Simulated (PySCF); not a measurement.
Compound: C3H3O5S (charge -1).
SMILES with atom numbers: `[O:1]=[C:2]1[O:3][CH2:4][C@@H:5]1[S:6](=[O:7])(=[O:8])[O-:9]` (hydrogens: H10, H11 on C4; H12 on C5)

Theory: PySCF, PBE0-D3(BJ)/def2-SVP geometry optimisation, gas phase.

(1) Give the optimised bond lengths and angles.

Answers

(1) 
```csv
bond,length (Å),order
O1=C2,1.190,double
C2–O3,1.366,single
O3–C4,1.449,single
C4–C5,1.521,single
C5–S6,1.842,single
S6=O7,1.477,double
S6=O8,1.470,double
S6–O9,1.477,single
C2–C5,1.512,single
C4–H10,1.101,single
C4–H11,1.099,single
C5–H12,1.097,single
```

Orders are formal, as drawn. A selection of angles:
```csv
angle,degrees
O1–C2–O3,126.6
O1–C2–C5,139.2
O3–C2–C5,94.1
C2–O3–C4,91.7
O3–C4–C5,90.5
O3–C4–H10,111.1
O3–C4–H11,111.2
C5–C4–H10,116.9
C5–C4–H11,113.8
H10–C4–H11,111.7
C4–C5–S6,112.9
C4–C5–H12,119.0
S6–C5–H12,107.3
C2–C5–C4,83.6
C2–C5–S6,117.0
C2–C5–H12,116.0
C5–S6–O7,101.3
C5–S6–O8,104.4
C5–S6–O9,103.1
O7–S6–O8,115.4
O7–S6–O9,114.4
O8–S6–O9,115.7
```

Torsions: O1–C2–O3–C4 177° (antiperiplanar); C2–O3–C4–C5 1° (synperiplanar); O3–C4–C5–S6 116° (anticlinal); C4–C5–S6–O7 70° (synclinal); O1–C2–C5–C4 -177° (antiperiplanar).

S6 (sulfonyl sulfur) is distorted tetrahedral (angles from 101.3° to 115.7°). Of the pairs four or more bonds apart, O9···H11 is among the closest relative to their van der Waals radii: 2.59 Å, 95 % of the sum of Bondi's values. The 4-membered ring C2–O3–C4–C5 has internal angles of 83.6° to 94.1°; it is planar, 0.01 Å rms from its mean plane, widest ring torsion 1°. The C–O distances run from 1.190 Å (O1=C2, drawn double) to 1.449 Å (O3–C4, drawn single), a spread of 0.259 Å. C2 (ester carbonyl carbon) is planar (angles 139.2°, 126.6° and 94.1°, sum 360.0°, 0.01 Å off the plane of its three neighbours).

Point group: C1 (no symmetry element, even within 0.4 Å). Stationary, but not proved a minimum.

One conformer stands for the species.
